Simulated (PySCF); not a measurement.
# One molecule, several mistakes: GeH9NSi2

These are calculations, not measurements. The program is PySCF 2.14.0, an open-source quantum chemistry code, run on an isolated molecule that a program drew, which may never have been made. The molecule is GeH9NSi2 (charge 0, singlet), drawn as the SMILES string `[SiH3]N[SiH2][GeH3]`.

Each row is a Hartree-Fock (HF) and frozen-core CCSD(T) single point in the cc-pV(D+d)Z basis, meant for a local HF minimum. Run 1 is clean. Each other run has one planted mistake out of seven kinds, and not every kind appears here: one electron removed, one electron added, multiplicity raised by two, geometry at a saddle point, minimal basis STO-3G, one bond length entered in bohr, all coordinates scaled. The reference is restricted for singlets and unrestricted otherwise, and also for a bond in bohr. Adding or removing an electron swaps singlet and doublet. Electrons count all cores. HOMO and LUMO are orbital energies over both spins, the gradient is its largest component, and the lowest frequency (negative if imaginary) is given only where the gradient is small. Bond lengths are over the 12 bonds as drawn. T1 is the CCSD diagnostic: over 0.02 (restricted) or 0.045 (unrestricted) a single reference is doubtful. Germanium has the cc-pVDZ-PP basis, with a core potential (ECP10MDF) in place of its 10 inner electrons, and its 3s, 3p and 3d shells are frozen in CCSD(T).

Geometry of the clean run:
```xyz
13
GeH9NSi2, angstrom
Si    0.4376   -1.0076    1.0098
N    -1.2272   -0.6194    1.2910
Si   -2.3123    0.5558    0.6096
Ge   -1.1755    2.4591   -0.3231
H     1.0830    0.1610    0.3754
H     1.1071   -1.3162    2.2942
H     0.6159   -2.1815    0.1215
H    -1.6969   -1.2785    1.8920
H    -3.2253    1.0296    1.6785
H    -3.1711   -0.0245   -0.4549
H    -0.2384    3.1167    0.6968
H    -2.2363    3.4895   -0.7371
H    -0.3584    2.0946   -1.5680
```

```
run  electrons  basis functions  <S^2>  HOMO (eV)  LUMO (eV)  gradient (hartree/bohr)  lowest frequency (cm^-1)  mean bond (Å)  longest bond (Å)      T1  HF (hartree)  CCSD(T) (hartree)                          mistake
  1         76              128  0.000     -10.42       3.26                  1.1e-05                        31         1.5748             2.405  0.0114    -930.98062         -931.54197                         no fault
  2         76              128  0.000     -10.26       3.01                  2.5e-02                         -         1.6488             2.518  0.0122    -930.95686         -931.52577           all coordinates scaled
  3         75              128  0.765     -15.31      -6.47                  9.0e-02                         -         1.5748             2.405  0.0387    -930.66729         -931.19877             one electron removed
  4         76              128  0.970      -9.15       0.94                  6.5e-03                         -         1.7531             4.545  0.0133    -930.89453         -931.43162  one bond length entered in bohr
  5         76              128  2.012      -3.03      -0.78                  7.9e-02                         -         1.5748             2.405  0.0307    -930.76189         -931.32067                                ?
  6         77              128  0.758       2.44       8.04                  3.5e-02                         -         1.5748             2.405  0.0194    -930.87475         -931.46767                                ?
```

**Which mistake was planted in run 5, and what did it cost?**

Electrons, basis and geometry are unchanged, and <S^2> is 2.012, beside S(S+1) = 2.00 for a multiplicity of 3. So the mistake is: multiplicity raised by two. Subtracting run 1 and multiplying by 627.51 kcal/mol a hartree, the energy moved by 137.3 kcal/mol in HF and 138.9 kcal/mol in CCSD(T).

**Which mistake was planted in run 6, and what did it cost?**

It counts 77 electrons, one more than the clean run, at the same geometry and basis. So the mistake is: one electron added. Subtracting run 1 and multiplying by 627.51 kcal/mol a hartree, the energy moved by 66.4 kcal/mol in HF and 46.6 kcal/mol in CCSD(T).

Cautions from the logs. Run 6: the HOMO is above zero, so the electron isn't bound and the energy depends on the basis.
